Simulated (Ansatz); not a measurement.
Ansatz results at the PBE0-D4/def2-TZVP geometry: HOMO energy (B3LYP/def2-TZVPP) -6.59 eV; size of the dipole moment (B3LYP/def2-TZVPP) 0.66 D; HOMO energy (ωB97M-V/def2-TZVPP) -9.02 eV.

Each molecule was computed in one conformer, which needn't be the lowest.

Task: Which molecule gave them?
A. `NC(O)(F)O[SiH3]`
B. `[NH2][Sb]1[CH2][SiH]1Cl`
C. `[CH3][Al]([CH3])[CH2]O`
D. `CS[C@H]1O[Si@@H]1Cl`

Result: D. The others give `NC(O)(F)O[SiH3]`: -7.96, 1.55, -10.66; `[CH3][Al]([CH3])[CH2]O`: -6.62, 1.96, -9.13; `[NH2][Sb]1[CH2][SiH]1Cl`: -6.23, 1.51, -8.36.

B3LYP here is the variant with VWN-RPA as its local correlation; programs differ in this.
